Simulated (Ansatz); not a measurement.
One change: `CCCCC` becomes `CCCCCCCO`.

Ansatz, PBE0-D4/def2-TZVP geometries, multiplicity 1. Each molecule was computed in one conformer, which needn't be the lowest.

| property | `CCCCC` |
| --- | --- |
| LUMO energy (PBE0/def2-TZVPP) / eV | 1.28 |
| HOMO–LUMO gap (B3LYP/def2-TZVPP) / eV | 9.50 |
| LUMO energy (PBE/def2-TZVPP) / eV | 0.49 |
| LUMO energy (ωB97M-V/def2-TZVPP) / eV | 2.69 |
| HOMO–LUMO gap (PBE/def2-TZVPP) / eV | 7.86 |
| HOMO–LUMO gap (PBE0/def2-TZVPP) / eV | 10.02 |

**Question.** Give the same properties after the change, and the shifts. (Estimate.)

**Answer.** Computed: 
```tsv
property	`CCCCCCCO`	shift
LUMO energy (PBE0/def2-TZVPP) / eV	0.88	-0.40
HOMO–LUMO gap (B3LYP/def2-TZVPP) / eV	7.98	-1.52
LUMO energy (PBE/def2-TZVPP) / eV	0.07	-0.42
LUMO energy (ωB97M-V/def2-TZVPP) / eV	2.29	-0.40
HOMO–LUMO gap (PBE/def2-TZVPP) / eV	6.09	-1.77
HOMO–LUMO gap (PBE0/def2-TZVPP) / eV	8.55	-1.47
```

With PBE0 the HOMO rises by 1.08 eV and the LUMO falls by 0.40 eV, so the gap narrows by about 1.48 eV. PBE moves the HOMO by 1.35 eV and ωB97M-V by 0.95 eV.

B3LYP here is the variant with VWN-RPA as its local correlation; programs differ in this.
